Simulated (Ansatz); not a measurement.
Bond stretch in SAl (cation, charge +1), lowest triplet found (which spin is the ground state isn't settled by this scan).

- UKS-PBE = Ansatz (an electronic-structure program) with unrestricted PBE/cc-pVDZ
- UKS-CAM-B3LYP = unrestricted CAM-B3LYP/cc-pVDZ (Ansatz)
- FCI = full CI/cc-pVDZ, frozen core run with Ansatz

Energies relative to the lowest point of each curve between 1.89 and 2.45 Å, where full CI is lowest, in mEh; the last columns give the error against full CI:

```
R / Å  UKS-PBE  UKS-CAM-B3LYP    FCI  UKS-PBE − FCI  UKS-CAM-B3LYP − FCI
-----  -------  -------------  -----  -------------  -------------------
1.62     202.9          194.5  209.6           -6.8                -15.1
1.77      88.4           82.3   91.4           -3.1                 -9.2
1.89      39.3           35.2   40.9           -1.6                 -5.8
1.95      24.2           20.9   25.3           -1.1                 -4.4
2.04       9.7            7.7   10.4           -0.7                 -2.7
2.13       2.4            1.5    2.8           -0.4                 -1.3
2.24       0.0            0.0    0.0            0.0                  0.0
2.26       0.1            0.2    0.0            0.1                  0.2
2.36       2.3            2.6    1.5            0.8                  1.1
2.45       5.8            5.9    4.1            1.7                  1.7
```

UKS-PBE is furthest from FCI at 1.62 (-6.8 mEh, below); its mean absolute error over the points is 1.6 mEh.

UKS-CAM-B3LYP is furthest from FCI at 1.62 (-15.1 mEh, below); its mean absolute error over the points is 4.2 mEh.

The scan ran from 1.62 to 7.75 Å; beyond the distances shown full CI changes its symmetry label.
